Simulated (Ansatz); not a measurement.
This geometry of AlF$_{3}$H$_{2}$ (6 atoms, charge 0, multiplicity 1) is a first-order saddle point.

Theory: Ansatz, RKS B3LYP-D4/def2-SVP.

```xyz
6
Properties=species:S:1:pos:R:3
Al 0.011 -0.174 0.025
H 0.020 0.065 1.687
F 1.431 0.154 -0.757
F -1.436 0.088 -0.733
F 0.058 -1.887 0.800
H 0.044 -1.144 1.589
```

Task: Which two structures does it join? (They come from a converged band through this point; their orientation in space is the band's.)

Result: Bonds broken: Al1–H2, F5–H6. Bonds formed: H2–H6. AlF3H2 becomes AlF3 + H2.

Image 0:

```xyz
6
Properties=species:S:1:pos:R:3
Al 0.005 0.069 0.104
H 0.003 0.625 1.580
F 1.421 0.082 -0.770
F -1.425 0.010 -0.747
F 0.058 -1.850 0.753
H 0.065 -1.835 1.692
```

Image 6:

```xyz
6
Properties=species:S:1:pos:R:3
Al 0.019 -0.596 -0.226
H 0.013 0.159 1.846
F 1.420 0.208 -0.563
F -1.424 0.139 -0.538
F 0.062 -2.208 0.141
H 0.038 -0.601 1.951
```

Task: How far does it lie above each of them?

Result: 0.180 eV above the first and 1.233 eV above the second. This is the barrier of this one path; another mechanism may lie lower. The orbitals stay closed-shell, which can raise the energy where a bond breaks towards radicals; this wasn't checked here.

The run took 100 s on 1 thread of Arm Neoverse V1, on a shared host, peak memory 0.13 GiB.
